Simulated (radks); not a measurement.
Values are calculated unless marked as measured or tabulated.
Ionisation of neutral iodine, [Kr] 4d10 5s2 5p5, to [Kr] 4d10 5s2 5p4 as the strength of local exchange is varied. Code: a radial shooting solver on a logarithmic mesh with Libxc functionals. Model: Dirac Kohn-Sham, Slater X-alpha exchange (alpha = 2/3 is LDA exchange), no correlation, spin-unpolarised, spherical densities, finite nucleus; open shells fill j = l - 1/2 first; Fermi nuclear charge, rms radius 4.75 fm.

\begin{tabular}{lrrrrr}
alpha & E(I) (hartree) & exchange (hartree) & IE (eV) & -e of the level emptied (eV) & <r> of it (bohr) \\ \hline
0.648 & -7103.15001 & -165.69229 & 9.508 & 5.576 (5p3/2) & 2.565 \\
0.667 & -7108.00987 & -170.66284 & 9.697 & 5.743 (5p3/2) & 2.552 \\
0.692 & -7114.40930 & -177.21274 & 9.947 & 5.967 (5p3/2) & 2.535 \\
0.753 & -7130.04713 & -193.24077 & 10.570 & 6.525 (5p3/2) & 2.496 \\
0.861 & -7157.81453 & -221.77910 & 11.712 & 7.560 (5p3/2) & 2.430 \\
0.874 & -7161.16386 & -225.22812 & 11.853 & 7.688 (5p3/2) & 2.423 \\
0.984 & -7189.56410 & -254.53115 & 13.074 & 8.807 (5p3/2) & 2.362 \\
\end{tabular}

NIST Atomic Spectra Database: 10.451 eV (measured). The Delta-SCF value meets it near alpha = 0.74. Spin polarisation and multiplet splitting are left out, so open shells lie too high by an amount that depends on their filling.

Beside tabulated values, note that spin-unpolarised runs miss the spin-polarisation part of the exchange energy of open shells.
